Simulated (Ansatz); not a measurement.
One change: `B1CC[SiH2]1` becomes `IC1CB[SiH2]1`.

Ansatz, PBE0-D4/def2-TZVP geometries, multiplicity 1. 

Elements past krypton have def2 core potentials.

```csv
property,`B1CC[SiH2]1`
"ideal-gas entropy at 298 K and 1 bar (rigid rotor, harmonic PBE0-D4/def2-TZVP) / J/(mol·K)",300
HOMO–LUMO gap (ωB97M-V/def2-TZVPP) / eV,9.58
size of the dipole moment (ωB97M-V/def2-TZVPP) / D,0.79
LUMO energy (PBE/def2-TZVPP) / eV,-2.86
zero-point energy (PBE0-D4/def2-TZVP) / kJ/mol,215.5
HOMO energy (PBE0/def2-TZVPP) / eV,-7.35
```

**Question.** What does the change do to each property? (Estimate.)

**Answer.** Ansatz gave: 
```json
{"property": "ideal-gas entropy at 298 K and 1 bar (rigid rotor, harmonic PBE0-D4/def2-TZVP) / J/(mol·K)", "`IC1CB[SiH2]1`": "351", "shift": "51"}
{"property": "HOMO–LUMO gap (ωB97M-V/def2-TZVPP) / eV", "`IC1CB[SiH2]1`": "8.61", "shift": "-0.97"}
{"property": "size of the dipole moment (ωB97M-V/def2-TZVPP) / D", "`IC1CB[SiH2]1`": "2.02", "shift": "1.23"}
{"property": "LUMO energy (PBE/def2-TZVPP) / eV", "`IC1CB[SiH2]1`": "-3.34", "shift": "-0.48"}
{"property": "zero-point energy (PBE0-D4/def2-TZVP) / kJ/mol", "`IC1CB[SiH2]1`": "190.1", "shift": "-25.4"}
{"property": "HOMO energy (PBE0/def2-TZVPP) / eV", "`IC1CB[SiH2]1`": "-6.91", "shift": "0.44"}
```

With PBE0 the HOMO rises by 0.44 eV and the LUMO falls by 0.51 eV, so the gap narrows by about 0.95 eV. PBE moves the HOMO by 0.37 eV and ωB97M-V by 0.46 eV. Dipoles are sizes alone; their direction can turn.

Spin–orbit coupling is left out; it splits and shifts lone-pair levels of the heavy atoms by tenths of an eV.
